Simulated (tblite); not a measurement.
Task: Give a GFN2-xTB geometry of `C(C[C@@H]1O[S@@](OC1)=O)(F)(F)F`.

Result: 
Z-matrix in Å and degrees, rows numbered from 1:
```
O 
S   1  1.4335
O   2  1.6624  1  108.09
C   3  1.4009  2  110.20  1   -71.15
C   4  1.5561  3  107.03  2   -24.87
C   5  1.5383  4  112.75  3   117.44
C   6  1.5126  5  112.46  4    75.39
F   7  1.3387  6  111.85  5   174.56
F   7  1.3429  6  112.31  5    54.78
F   7  1.3432  6  113.22  5   -65.27
O   5  1.4002  4  106.30  3    -2.73
H   4  1.0948  3  109.86  2    95.68
H   4  1.0924  3  108.08  2  -145.43
H   5  1.0969  4  111.23  3  -119.16
H   6  1.0925  5  110.53  4   -47.10
H   6  1.0927  5  108.34  4  -165.92
```

The O–S distances run from 1.433 Å (O1=S2, drawn double) to 1.679 Å (S2–O11, drawn single), a spread of 0.246 Å. S2 (sulfinyl sulfur) is pyramidal (angles 108.1°, 107.1° and 89.9°, sum 305.1°, 0.69 Å off the plane of its three neighbours). The C–C distances run from 1.513 Å (C6–C7, drawn single) to 1.556 Å (C4–C5, drawn single), a spread of 0.043 Å. The 5-membered ring S2–O3–C4–C5–O11 has internal angles of 89.9° to 110.2° (sum 523°, against 540° for a flat polygon); it is puckered, 0.19 Å rms from its mean plane, widest ring torsion 39°.

Computed geometry: GFN2-xTB, gas phase.

Point group: C1 (no symmetry element, even within 0.4 Å). Its lowest GFN2-xTB frequency is 3 cm⁻¹, too small to tell a flat minimum from a shallow saddle. The numbers are those of one conformer (C4–C5–C6–C7 75°, O1–S2–O3–C4 -71°, S2–O3–C4–C5 -25°, O3–C4–C5–C6 117°, C4–C5–O11–S2 29°). 3 starts were optimised and ended at 0.00, 0.03 and 3.29 kcal/mol (GFN2-xTB); the lowest of these is shown.
